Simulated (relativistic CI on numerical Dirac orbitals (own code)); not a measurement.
Sc⁺ in a cubic cluster: L2,3 absorption with charge transfer

Computed with a charge-transfer multiplet model of a cubic metal-ligand cluster with up to one ligand hole, Slater and spin-orbit integrals from Dirac-Coulomb-Breit ions, Slater integrals scaled by 0.9. The ground state mixes d2 with configurations of k ligand holes L, whose averages lie at kΔ + k(k − 1)U_dd/2; a core hole lowers each added d electron by U_cd. 300 K, Lorentzian 0.4 eV and Gaussian 0.3 eV FWHM.

Atomic integrals in eV (Slater integrals scaled, ζ unscaled), ground: F2dd 5.299, F4dd 3.246, zeta_d 0.005; with the core hole: F2dd 6.374, F4dd 3.923, zeta_d 0.011, zeta_core 3.011, F2cd 3.248, G1cd 2.202, G3cd 1.246.

Cluster parameters (eV): Δ = 9, U_dd = 5.3, 10Dq = 0.9, 10Dq(ligand) = 0.9, V(eg) = 2.05, V(t2g) = -0.94, final-state hopping factor = 1.

| Case | n_d | d2 | d3L | S |
| --- | --- | --- | --- | --- |
| U_cd = 5.6 eV | 2.15 | 0.85 | 0.15 | 1.00 |
| U_cd = 6.2 eV | 2.15 | 0.85 | 0.15 | 1.00 |
| U_cd = 6.8 eV | 2.15 | 0.85 | 0.15 | 1.00 |

Weights, n_d and S are thermal averages at 300 K. Photon energies count from the first peak over 30 % of the highest in each spectrum, which can be another peak from case to case. The parameters are a model scan and need not match a compound or its usual spin state. Peaks in eV (height, largest 100):
- U_cd = 5.6 eV: -2.6 (10), 0.0 (100), 1.9 (39), 3.8 (68), 4.5 (68)
- U_cd = 6.2 eV: -2.6 (10), 0.0 (100), 1.9 (39), 3.8 (68), 4.5 (68)
- U_cd = 6.8 eV: -2.6 (10), 0.0 (100), 1.9 (39), 3.8 (68), 4.5 (69)

For the case U_cd = 6.2 eV, Δ = 9 eV is larger than U_dd = 5.3 eV, the Mott-Hubbard side of the Zaanen-Sawatzky-Allen scheme. With the core hole the configuration with one ligand hole lies at Δ + U_dd − U_cd = 8.7, 8.1, 7.5 eV from the one without, in the order of the table; where this is negative the screened configuration lies lower.

With at most 1 ligand hole the space is cut while the next configuration still counts, so covalency is underestimated, and a final configuration with one more ligand hole, which can lie low, is missing from the spectra.
